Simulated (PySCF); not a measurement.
The numbers are results of B3LYP-D3(BJ)/def2-TZVP // PBE0-D4/def2-SVP run with PySCF, not measurements. Gas-phase values, no solvent. One relaxed conformer stands for a flexible species; it need not be the lowest. B3LYP has the VWN-RPA correlation part, as in Gaussian. Delta-SCF ions had no search for a lower state. 

Reference species (SMILES): `[NH2][GeH2][CH]=O` (neutral, multiplicity 1).

```yaml
HOMO: -6.56 eV
vertical ionisation energy (Delta-SCF): 8.89 eV
HOMO–LUMO gap: 4.87 eV
LUMO: -1.70 eV
```

Changed species: `[NH2][GeH2][GeH2][GeH2][GeH2][CH]=O` (n = 4; the reference has n = 1).

Problem. Give the shifts of the HOMO, vertical ionisation energy (Delta-SCF), HOMO–LUMO gap and LUMO.

Solution. the HOMO rises by 0.08 eV, to -6.48 eV; the vertical ionisation energy (Delta-SCF) drops by 0.85 eV, to 8.04 eV; the HOMO–LUMO gap falls by 0.29 eV, to 4.58 eV; the LUMO falls by 0.20 eV, to -1.90 eV.
